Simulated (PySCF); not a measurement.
Si(Br)2(Me)(Vi), C₃H₆Br₂Si, SMILES C=C[Si](C)(Br)Br (PBE0/def2-SVP optimised geometry):

```
12

C     -1.625    -1.757    -1.600
C     -0.826    -0.684    -1.575
Si    -0.246     0.109     0.000
C     -0.854    -0.724     1.550
Br    -0.926     2.238     0.000
Br     1.989     0.109     0.000
H     -1.989    -2.238    -0.685
H     -1.957    -2.209    -2.541
H     -0.492    -0.245    -2.524
H     -0.467    -0.195     2.433
H     -1.954    -0.708     1.589
H     -0.505    -1.767     1.588
```

Method: PBE0/def2-TZVP (PySCF).

### Question
What are the frontier orbital energies and the dipole moment?

### Answer
HOMO-2 -8.33 eV, HOMO-1 -8.31 eV, HOMO -8.08 eV, LUMO -1.07 eV, LUMO+1 -0.01 eV; dipole moment 2.63 D.

On the same geometry PBE/def2-TZVP (PySCF 2.14.0) gives HOMO-2 -7.09 eV, HOMO-1 -7.03 eV, HOMO -6.87 eV, LUMO -2.03 eV, LUMO+1 -0.93 eV; dipole moment 2.48 D.

Meta-Löwdin charges at PBE0/def2-TZVP: C1 -0.21, C2 -0.36, Si3 0.90, C4 -0.61, Br5 -0.27, Br6 -0.27, H7 0.12, H8 0.13, H9 0.14, H10 0.15, H11 0.14, H12 0.14.
